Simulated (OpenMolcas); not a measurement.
Lines of Mo V: computed and rescaled rates

```
Program             : OpenMolcas 26.06
Method              : SS-CASPT2, IPEA 0.25 Eh, imaginary shift 0.1 Eh (closed shells correlated: 4s 4p)
Basis               : ANO-RCC-VQZP [8s7p5d3f2g1h]
Scalar Hamiltonian  : DKH2, point nucleus
Active space        : 2 electrons in 5 orbitals (4d)
State averaging     : 2S+1 = 3 even, 10 roots; 2S+1 = 1 even, 15 roots
Spin-orbit coupling : RASSI with atomic mean-field integrals over the reference wave functions, term energies averaged over their components
```

Rates come from the transition moments of the reference wave functions (E1 and E2 in the length form). At fixed line strength A goes as λ^-3 for E1 and M1 and as λ^-5 for E2, so a rate at the computed wavelength can be rescaled to the measured one. Measured vacuum wavelengths follow from level energies in Sugar and Musgrove, J. Phys. Chem. Ref. Data 17, 155 (1988). Branching counts decays inside the model space alone, at computed energies, and the table is only a selection of the E2 and M1 lines, drawn from those between levels with measured partners whose computed energy lies within a factor of 1.5 of the measured one.

| Upper | Lower | Type | λ computed (nm) | λ measured (nm) | A computed (s-1) | A rescaled (s-1) | Branching % |
| --- | --- | --- | --- | --- | --- | --- | --- |
| 4d² ¹S₀ | 4d² ¹D₂ | E2 | 357.7 | 363 | 1.37e+01 | 1.27e+01 | 63.9 |
| 4d² ¹S₀ | 4d² ³P₁ | M1 | 393.4 | 385.6 | 6.07e+00 |  | 28.3 |
| 4d² ¹S₀ | 4d² ³P₂ | E2 | 415.3 | 411 | 1.17e+00 |  | 5.4 |
| 4d² ¹S₀ | 4d² ³F₂ | E2 | 264.6 | 265 | 5.02e-01 |  | 2.3 |
| 4d² ¹D₂ | 4d² ³F₃ | M1 | 1201 | 1161 | 3.56e-01 |  | 52.7 |
| 4d² ¹G₄ | 4d² ³F₄ | M1 | 750.3 | 769.4 | 3.45e-01 |  | 53.4 |
| 4d² ¹D₂ | 4d² ³F₂ | M1 | 1018 | 981.3 | 3.18e-01 |  | 47.1 |
| 4d² ¹G₄ | 4d² ³F₃ | M1 | 665.4 | 676.8 | 2.98e-01 |  | 46.1 |
| 4d² ³P₂ | 4d² ¹D₂ | M1 | 2576 | 3108 | 2.54e-01 |  | 59.8 |
| 4d² ³F₄ | 4d² ³F₃ | M1 | 5880 | 5620 | 9.95e-02 | 1.14e-01 | 100.0 |
| 4d² ³F₃ | 4d² ³F₂ | M1 | 6655 | 6338 | 8.60e-02 | 9.96e-02 | 100.0 |
| 4d² ³P₀ | 4d² ³F₂ | E2 | 851 | 895.9 | 8.52e-02 | 6.59e-02 | 100.0 |
| 4d² ³P₂ | 4d² ³F₃ | M1 | 819.2 | 845.3 | 7.77e-02 |  | 18.3 |
| 4d² ³P₁ | 4d² ³F₃ | E2 | 920.4 | 977.6 | 3.71e-02 | 2.74e-02 | 29.5 |
| 4d² ³P₁ | 4d² ³F₂ | E2 | 808.6 | 847 | 3.35e-02 | 2.66e-02 | 26.6 |
| 4d² ³P₂ | 4d² ³F₄ | E2 | 951.8 | 994.9 | 3.07e-02 | 2.46e-02 | 7.2 |
| 4d² ³P₂ | 4d² ³P₁ | M1 | 7448 | 6245 | 2.89e-02 | 4.90e-02 | 6.8 |
| 4d² ³P₂ | 4d² ³F₃ | E2 | 819.2 | 845.3 | 1.81e-02 | 1.55e-02 | 4.3 |
| 4d² ³P₂ | 4d² ³F₂ | M1 | 729.4 | 745.8 | 1.18e-02 |  | 2.8 |
| 4d² ³P₁ | 4d² ³F₂ | M1 | 808.6 | 847 | 7.07e-03 |  | 5.6 |
| 4d² ³P₁ | 4d² ³P₀ | M1 | 16200 | 15500 | 4.22e-03 | 4.82e-03 | 3.4 |
| 4d² ³P₂ | 4d² ³F₂ | E2 | 729.4 | 745.8 | 3.43e-03 | 3.07e-03 | 0.8 |

Spin-changing lines and M1 lines between different terms are not rescaled, since their strength hangs on the term gaps too.

The largest correction is for 4d² ³P₂ → 4d² ³P₁ (M1): 2.89e-02 × (7448 / 6245)^3 = 4.90e-02 s-1, a factor of 1.70.

The computed rate and branching of 4d² ³F₃ → 4d² ³F₂ give the upper level a radiative lifetime of 1.000 / 8.60e-02 s-1 = 1.16e+01 s, counting decays inside the model space alone. The rescaled rate gives about 1.0e+01 s.

These are rates of the free ion; in crystals, glasses and complexes forced electric-dipole and non-radiative decay shorten such lifetimes by orders of magnitude. No measured rate stands beside these. Rescaling mends the energy factor alone: line strengths can still be far off where a level mixes with configurations outside the active space, and weak or spin-changing lines hang on small mixing coefficients that depend on the term gaps too, so rescaling need not improve them.

Term energies are means over components that CASPT2 splits; among the terms shown or strongly mixed into the levels shown the widest spread is 470 cm-1 (4d² ¹G). Measured partners are found by configuration, term and J. A level has none where our copy of the source lacks it or the pairing is in doubt (some pairs that miss far off the trend of their configuration count as doubtful). Levels of configurations outside the active space are missing.
